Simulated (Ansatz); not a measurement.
```xyz
12

C     0.745   -1.674   -0.676
C    -0.085   -0.422   -0.526
O     0.304    0.248    0.654
Ge   -0.523    1.769    1.061
H     0.598   -2.333    0.181
H     0.464   -2.214   -1.584
H     1.806   -1.422   -0.736
H    -1.153   -0.684   -0.488
H     0.056    0.227   -1.404
H    -0.299    2.784   -0.077
H     0.119    2.229    2.373
H    -2.031    1.493    1.223
```

The species carries charge 0 and has multiplicity 1.

(1) List the PBE0/def2-TZVPP orbital energies in eV (Ansatz 0.2.0). (Estimate.)

Answers

(1) Ansatz gave: Occupied: -10860.21, -1358.44, -1208.26, -1208.25, -1208.25, -522.37, -279.38, -277.75, -171.21, -121.03, -120.99, -120.98, -34.00, -33.84, -33.84, -33.77, -33.76, -27.78, -20.86, -17.11, -15.66, -13.16, -12.74, -11.68, -10.57, -10.57, -9.66, -9.60, -8.57, -7.69. Lowest empty: 0.37, 1.15, 1.71, 1.85, 1.97, 2.94, 2.99, 3.50.
